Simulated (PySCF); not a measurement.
NbOF2, SMILES [O]=[Nb]([F])[F] (connectivity only; charge and spin as stated), neutral, multiplicity 2. Atoms are numbered in the order given.

```xyz
4

Nb     0.0000     0.0000    -0.0072
O      0.0000     0.0000    -1.7066
F      0.0000    -1.7109     0.7748
F      0.0000     1.7109     0.7748
```
Charge 0, spin multiplicity 2.

Coordinates come from a r2SCAN-D4/def2-TZVP optimisation. A frequency run showed that this geometry is not a minimum. The spin state was assumed, not searched. The def2 effective core potentials stand for the cores of Nb; spin–orbit coupling is left out.

All values below come from PBE/def2-TZVPD run with PySCF.

Mulliken values depend strongly on the basis, most of all with diffuse functions as here. ESP charges are fitted to the potential on shells at 1.4 to 2.0 van der Waals radii. Atomic charges (e):

```json
[
 {"atom": "Nb1", "ESP fit": "1.03", "Mulliken": "1.76", "Mulliken spin": "1.05"},
 {"atom": "O2", "ESP fit": "-0.44", "Mulliken": "-0.66", "Mulliken spin": "-0.03"},
 {"atom": "F3", "ESP fit": "-0.29", "Mulliken": "-0.55", "Mulliken spin": "-0.01"},
 {"atom": "F4", "ESP fit": "-0.29", "Mulliken": "-0.55", "Mulliken spin": "-0.01"}
]
```
